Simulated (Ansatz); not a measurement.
`FC(F)(F)OC(F)(F)C(F)(F)F` and `COC(=O)C(F)(F)C(F)(F)F` differ in one atom or group.

Ansatz, PBE0-D4/def2-TZVP geometries, multiplicity 1. Each molecule was computed in one conformer, which needn't be the lowest.

| property | `FC(F)(F)OC(F)(F)C(F)(F)F` |
| --- | --- |
| HOMO–LUMO gap (B3LYP/def2-TZVPP) / eV | 12.16 |
| LUMO energy (PBE0/def2-TZVPP) / eV | 1.76 |
| HOMO energy (PBE/def2-TZVPP) / eV | -9.08 |
| zero-point energy (PBE0-D4/def2-TZVP) / kJ/mol | 123.2 |
| HOMO–LUMO gap (PBE0/def2-TZVPP) / eV | 12.73 |
| ideal-gas entropy at 298 K and 1 bar (rigid rotor, harmonic PBE0-D4/def2-TZVP) / J/(mol·K) | 424 |

(1) What does the change do to each property? (Best estimate.)

## Answers

(1) Ansatz gave: 
| property | `COC(=O)C(F)(F)C(F)(F)F` | shift |
| --- | --- | --- |
| HOMO–LUMO gap (B3LYP/def2-TZVPP) / eV | 7.43 | -4.73 |
| LUMO energy (PBE0/def2-TZVPP) / eV | -1.02 | -2.78 |
| HOMO energy (PBE/def2-TZVPP) / eV | -7.21 | 1.87 |
| zero-point energy (PBE0-D4/def2-TZVP) / kJ/mol | 209.9 | 86.7 |
| HOMO–LUMO gap (PBE0/def2-TZVPP) / eV | 7.96 | -4.77 |
| ideal-gas entropy at 298 K and 1 bar (rigid rotor, harmonic PBE0-D4/def2-TZVP) / J/(mol·K) | 438 | 14 |

With PBE0 the HOMO rises by 1.99 eV and the LUMO falls by 2.78 eV, so the gap narrows by about 4.77 eV. PBE moves the HOMO by 1.87 eV and ωB97M-V by 1.96 eV. The zero-point energy changes by 86.7 kJ/mol with +6 modes. Modes under 60 cm⁻¹, often nearly free rotors, make the harmonic entropy too high.

B3LYP here is the variant with VWN-RPA as its local correlation; programs differ in this.

Positive LUMOs are unbound, so they and the gaps depend on the basis.
